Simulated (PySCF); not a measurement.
**Atomic charges against the basis set**

Si6H12.
SMILES with atom numbers: `[SiH2:1]1[SiH2:2][SiH2:3][SiH2:4][SiH2:5][SiH2:6]1` (hydrogens: H7, H8 on Si1; H9, H10 on Si2; H11, H12 on Si3; H13, H14 on Si4; H15, H16 on Si5; H17, H18 on Si6)

PBE0 throughout (PySCF), one geometry, spherical d and f functions. The structure is a single PBE0-D3(BJ)/def2-SVP conformer in the gas phase; no vibrational or solvent corrections. Atoms taken as equivalent share a column and are averaged.

Mulliken charges (e):

```
        basis  functions  Si1 (×6)  H7 (×12)
       STO-3G         66    +0.235    -0.117
        6-31G        102    +0.151    -0.076
     pcSseg-0        102    -0.059    +0.030
       6-31G*        132    +0.061    -0.030
     def2-SVP        168    +0.037    -0.019
      cc-pVDZ        168    +0.013    -0.007
     pcSseg-1        204    +0.028    -0.014
  aug-cc-pVDZ        270    -0.731    +0.365
6-311+G(2d,p)        282    +0.053    -0.027
    def2-TZVP        294    -0.004    +0.002
```

IAO charges (e):

```tsv
basis	functions	Si1 (×6)	H7 (×12)
STO-3G	66	+0.224	-0.112
6-31G	102	+0.089	-0.044
pcSseg-0	102	+0.049	-0.025
6-31G*	132	+0.150	-0.075
def2-SVP	168	+0.152	-0.076
cc-pVDZ	168	+0.148	-0.074
pcSseg-1	204	+0.153	-0.076
aug-cc-pVDZ	270	+0.151	-0.075
6-311+G(2d,p)	282	+0.164	-0.082
def2-TZVP	294	+0.167	-0.083
```

Hirshfeld charges (e):

| basis | functions | Si1 (×6) | H7 (×12) |
| --- | --- | --- | --- |
| STO-3G | 66 | +0.174 | -0.087 |
| 6-31G | 102 | +0.122 | -0.061 |
| pcSseg-0 | 102 | +0.132 | -0.066 |
| 6-31G* | 132 | +0.125 | -0.062 |
| def2-SVP | 168 | +0.143 | -0.072 |
| cc-pVDZ | 168 | +0.138 | -0.069 |
| pcSseg-1 | 204 | +0.141 | -0.071 |
| aug-cc-pVDZ | 270 | +0.136 | -0.068 |
| 6-311+G(2d,p) | 282 | +0.137 | -0.068 |
| def2-TZVP | 294 | +0.136 | -0.068 |

Some averages cover members that differ in this geometry, most widely: H7 (×12), Mulliken in aug-cc-pVDZ +0.333 to +0.398 e.

**Question.** Which scheme is steadiest as the basis changes?

**Answer.** Largest range over the bases for any column: Hirshfeld 0.05 e, IAO 0.18 e, Mulliken 0.97 e. Hirshfeld charges move least and Mulliken charges most, counted in e. Without the minimal STO-3G basis the ranges are Hirshfeld 0.02, IAO 0.12, Mulliken 0.88 e.

**Question.** How much do the charges still move between the two largest bases, 6-311+G(2d,p) and def2-TZVP?

**Answer.** At most, over all atoms: Mulliken 0.058 e, IAO 0.003 e, Hirshfeld 0.001 e.

**Question.** What do the same runs give for the total energy and the frontier levels?

**Answer.** 
```json
{"basis": "STO-3G", "energy (Eh)": "-1723.4111", "HOMO (eV)": "-5.23", "LUMO (eV)": "5.20"}
{"basis": "6-31G", "energy (Eh)": "-1743.2016", "HOMO (eV)": "-7.92", "LUMO (eV)": "0.14"}
{"basis": "pcSseg-0", "energy (Eh)": "-1741.3755", "HOMO (eV)": "-8.37", "LUMO (eV)": "-0.40"}
{"basis": "6-31G*", "energy (Eh)": "-1743.3406", "HOMO (eV)": "-7.75", "LUMO (eV)": "-0.29"}
{"basis": "def2-SVP", "energy (Eh)": "-1742.9009", "HOMO (eV)": "-7.88", "LUMO (eV)": "-0.72"}
{"basis": "cc-pVDZ", "energy (Eh)": "-1743.4420", "HOMO (eV)": "-7.78", "LUMO (eV)": "-0.59"}
{"basis": "pcSseg-1", "energy (Eh)": "-1743.3871", "HOMO (eV)": "-7.92", "LUMO (eV)": "-0.76"}
{"basis": "aug-cc-pVDZ", "energy (Eh)": "-1743.4488", "HOMO (eV)": "-7.78", "LUMO (eV)": "-0.84"}
{"basis": "6-311+G(2d,p)", "energy (Eh)": "-1743.5019", "HOMO (eV)": "-7.79", "LUMO (eV)": "-0.92"}
{"basis": "def2-TZVP", "energy (Eh)": "-1743.5023", "HOMO (eV)": "-7.77", "LUMO (eV)": "-0.86"}
```
